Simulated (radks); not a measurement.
Species: Nd IV. Configuration: [Kr] 4d10 4f3 5s2 5p5 6s1 (not the ground configuration).

All-electron calculation, scalar-relativistic Kohn-Sham, BLYP, spin-unpolarised, spherical densities, point nucleus. Program: a radial shooting solver on a logarithmic mesh with Libxc functionals.

Energy parts (eV):
part                      energy
total                 -261836.63
kinetic                278712.52
electron-nucleus      -633920.42
Hartree                 99402.69
exchange-correlation    -6031.41

Orbitals (lengths in bohr, moments of r in powers of bohr; <r^-3> diverges for s and p1/2; r(max) is where P^2 peaks):
| orbital | occ. | eigenvalue (eV) | <r^4> | <r^-3> | <r^2> | r(max) |
|---|---|---|---|---|---|---|
| 1s | 2 | -43445.48 | 1.525e-06 | - | 0.0007597 | 0.01510 |
| 2s | 2 | -7057.638 | 0.0002486 | - | 0.01203 | 0.08549 |
| 2p | 6 | -6313.041 | 0.0001831 | 9020 | 0.009623 | 0.06892 |
| 3s | 2 | -1560.015 | 0.009928 | - | 0.08105 | 0.2438 |
| 3p | 6 | -1325.252 | 0.01037 | 1836 | 0.08109 | 0.2387 |
| 3d | 10 | -999.5162 | 0.008482 | 250.6 | 0.06881 | 0.1960 |
| 4s | 2 | -339.0755 | 0.2499 | - | 0.4147 | 0.5646 |
| 4p | 6 | -262.0350 | 0.3271 | 401.9 | 0.4679 | 0.5891 |
| 4d | 10 | -152.4930 | 0.5319 | 45.43 | 0.5726 | 0.6170 |
| 4f | 3 | -35.8835 | 3.134 | 5.667 | 1.148 | 0.6484 |
| 5s | 2 | -71.9299 | 7.375 | - | 2.257 | 1.295 |
| 5p | 5 | -52.0627 | 12.86 | 63.14 | 2.944 | 1.448 |
| 6s | 1 | -23.4671 | 178.8 | - | 11.33 | 2.984 |

The highest occupied level is 6s at -23.467 eV. The density falls to 0.001 e/bohr^3 at r = 4.18 bohr.
